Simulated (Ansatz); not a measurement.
Geometry optimisation, Ansatz 0.2.0, RKS PBE0/def2-SVP.

Input:

```yaml
crystal:
  periodic: [false, false, false]
  atoms:
    - { symbol: B, position_ang: [-0.89334, 1.04195, -0.02776] }
    - { symbol: Si, position_ang: [0.52712, -0.21002, 0.37155] }
    - { symbol: O, position_ang: [1.57809, -0.22435, 1.46256] }
    - { symbol: O, position_ang: [0.43206, -1.38244, -0.75561] }
    - { symbol: H, position_ang: [-0.71729, 1.96695, -0.72097] }
    - { symbol: H, position_ang: [-1.95462, 0.93641, 0.45349] }
    - { symbol: H, position_ang: [1.02798, -2.1285, -0.78326] }
basis:
  gaussian: { orbitals: def2-SVP }
hamiltonian:
  xc: pbe0
relax:
  f_tol: 0.015
  max_steps: 40
```

Command:

```bash
$ ansatz run input.yaml --threads 1 --pin off --max-ram 2048MiB --backend cpu --events-out ev --progress --plain --runs-dir out
```

Where does it end, and by what steps?

It converged. After 7 steps the energy has fallen by 0.103 eV; O4 moved furthest, 0.08 Å.

```
step  energy less start (eV)  largest force component (eV/Å)  accepted
   0                  0.0000                           0.895       yes
   1                 -0.0751                           0.429       yes
   2                 -0.0938                           0.173       yes
   3                 -0.0998                           0.234       yes
   4                 -0.1030                           0.045       yes
   5                 -0.1030                           0.041       yes
   6                 -0.1030                           0.050       yes
   7                 -0.1033                           0.003       yes
```

```xyz
7
Properties=species:S:1:pos:R:3
B -0.909 1.066 -0.023
Si 0.534 -0.261 0.332
O 1.556 -0.186 1.471
O 0.433 -1.442 -0.806
H -0.702 2.028 -0.719
H -1.990 0.954 0.499
H 1.078 -2.159 -0.755
```

Whether the end is a true minimum wasn't checked by a vibrational analysis.

The run took 20 s on 1 thread of Arm Neoverse V1 (shared host), peak memory 0.14 GiB.
